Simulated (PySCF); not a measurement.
All values below come from ωB97X-D3(BJ)/def2-TZVP // PBE0-D3(BJ)/def2-TZVP (PySCF 2.14.0). Isolated molecules, 0 K electronic values unless said otherwise. Delta-SCF ions had no search for a lower state. 

Reference species (SMILES): `CC=[SiH2]` (neutral, multiplicity 1).

```yaml
HOMO–LUMO gap: 9.31 eV
vertical ionisation energy (Delta-SCF): 8.22 eV
dipole_moment: 0.38 D
HOMO: -8.37 eV
```

Changed species: `C([SiH3])=C`.

**Question.** Predict the effect on the HOMO–LUMO gap, vertical ionisation energy (Delta-SCF), dipole moment and HOMO.

**Answer.** the HOMO–LUMO gap rises by 2.84 eV, to 12.15 eV; the vertical ionisation energy (Delta-SCF) rises by 2.15 eV, to 10.37 eV; the dipole moment rises by 0.39 D, to 0.77 D; the HOMO decreases by 2.05 eV, to -10.42 eV.
